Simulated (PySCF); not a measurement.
Assigning NMR signals

Bonds (- single, = double, # triple, : aromatic): C1-O2, O2-C3, C3-Si4, C3=C5, C5-Si6, Si6-F7. C1 carries H8, H9, H10; Si4 carries H11, H12, H13; C5 carries H14; Si6 carries H15, H16. Stereochemistry as in CO/C([SiH3])=C\[SiH2]F.

Method: coordinates at the GFN2-xTB level, shielding tensors at PBE0/pcSseg-1 (GIAO), in PySCF 2.14 (relativity neglected, single conformer, equivalent nuclei averaged, no solvent).

Referencing at the same level of theory: TMS for $^{13}$C (186.93 ppm), $^{1}$H (31.72 ppm).

(1) Assign these signals to the numbered atoms. $^{13}$C{$^{1}$H} NMR (computed): δ 182.5, 105.4, 54.6.

(2) Assign these signals to the numbered atoms. $^{1}$H NMR (400 MHz, computed): δ 5.75 (m, 2H), 5.11 (m, 1H), 4.08 (s, 3H), 3.74 (s, 3H).

Answers

(1) 
182.5 → C3, alkene carbon bearing oxygen: an sp2 carbon further deshielded by the attached heteroatom
105.4 → C5, β carbon of an enol-ether or enamine type C=C: the O or N lone pair pushes π density onto this β carbon and shields it
54.6 → C1, methyl carbon bonded to O: the inductive effect lowers its shielding

(2) 
| δ (ppm) | atoms | environment | reason |
| --- | --- | --- | --- |
| 5.75 | H15/H16 | hydrogen on a silicon bonded to C, F | – |
| 5.11 | H14 | hydrogen on a β carbon of an enol-ether or enamine type C=C | attached to an sp2 carbon and in the plane of the double bond |
| 4.08 | H11/H12/H13 | hydrogen on a silicon bonded to C | – |
| 3.74 | H8/H9/H10 | hydrogen on a methyl carbon bonded to O | its carbon carries O, which withdraws density |

Splittings by $^{19}$F in the carbon and heteronuclear signals aren't shown, as no couplings were computed. Shifts are as computed. Against solution values, carbons near 30 ppm lie about +3 ppm off and those near 130 ppm about +5 ppm. Of 1211 compounds with measured shifts, 218 miss one by over three times the rms of a fit or turn the order of signals round; such compounds aren't used in these exercises. No couplings were computed; multiplicities are counted from neighbouring protons, with m where these are inequivalent, close in shift, in a saturated or five-membered ring or joined by F or P, and br s for small geminal =CH2 splittings.
